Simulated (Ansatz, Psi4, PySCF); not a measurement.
H10Si4, triplet, at the geometry of the source list (a higher spin typed on purpose: for a closed-shell molecule this is an excited state) (in this run its highest filled SCF level lies above zero, so its values depend strongly on the basis, on diffuse functions most of all). Base run: CCSD(T)/STO-3G in PySCF.

The PySCF input:
```python
from pyscf import gto, scf, cc

mol = gto.Mole()
mol.atom = '''
    Si   -0.00790000    2.10850000   -0.74290000
    Si    0.05240000    0.16720000    0.53970000
    Si    1.91840000   -1.14510000    0.07820000
    Si   -1.93430000   -1.03930000    0.41950000
    H     1.20150000    2.92610000   -0.62340000
    H    -0.14290000    1.77620000   -2.16380000
    H    -1.13120000    2.99010000   -0.41680000
    H     0.18940000    0.60450000    1.95100000
    H     3.18760000   -0.42850000    0.22320000
    H     1.87240000   -1.62770000   -1.30480000
    H     2.02120000   -2.33440000    0.92700000
    H    -1.95100000   -2.22530000    1.27890000
    H    -3.11730000   -0.25530000    0.78180000
    H    -2.15830000   -1.51700000   -0.94770000
'''
mol.basis = 'sto-3g'
mol.spin = 2
mol.verbose = 3
mol.build()

mf = scf.UHF(mol)
mf.kernel()

mycc = cc.CCSD(mf)
mycc.kernel()
et = mycc.ccsd_t()
print('E(CCSD(T)) = %.10f' % (mycc.e_tot + et))
```

The same geometry, method and basis name were run in Ansatz (a first-principles code) and Psi4 and PySCF, at each program's defaults and at the settings that a row names. The base is PySCF at its defaults. Differences at the defaults can come from grids, fitting, cores and function types together.

| code and settings | ΔE vs base (mEh) | basis functions | E (Eh) | SCF cycles |
|---|---|---|---|---|
| PySCF, defaults (exact integrals, spherical functions, all electrons correlated) | 0.000 | 46 | -1148.18150 | 16 |
| Psi4, defaults (exact integrals, spherical functions, all electrons correlated) | 0.000 | 46 | -1148.18150 | 18 |
| Ansatz, defaults (factorised integrals, spherical functions, frozen core) | 12.549 | 46 | -1148.16895 | - |
| PySCF, frozen core | 12.521 | 46 | -1148.16898 | 16 |
| Psi4, exact integrals, spherical functions, frozen core | 12.521 | 46 | -1148.16898 | 18 |
| Ansatz, high accuracy, frozen core | 12.521 | 46 | -1148.16898 | - |

Open shells are given as the SCF converged; they aren't shown to be the lowest states, and a large step between rows can be another state.
